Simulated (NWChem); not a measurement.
Species: AlH$_{4}$ anion; SMILES [AlH4-]

```xyz
5

Al     0.0000     0.0000     0.0000
H     -0.9488     0.9488    -0.9488
H      0.9488    -0.9488    -0.9488
H     -0.9488    -0.9488     0.9488
H      0.9488     0.9488     0.9488
```
Atoms are numbered in this order, from 1.

Level: B3LYP/def2-SVPD (NWChem), optimised geometry, unscaled harmonic frequencies. 

| frequency (cm⁻¹) | IR intensity (km/mol) |
|---|---|
| 770 | 0.0 |
| 770 | 0.0 |
| 783 | 424.1 |
| 783 | 424.1 |
| 783 | 424.1 |
| 1662 | 580.5 |
| 1662 | 580.5 |
| 1662 | 580.5 |
| 1747 | 0.0 |

* **zero-point energy**: 15.2 kcal/mol
* **thermal correction to the enthalpy at 298.15 K (with zero-point energy)**: 17.8 kcal/mol
* **heat capacity Cv**: 9.6 cal/(mol K)
* **entropy at 298.15 K and 1 atm (symmetry number 12)**: 49.9 cal/(mol K)

Rigid rotor and harmonic oscillator.
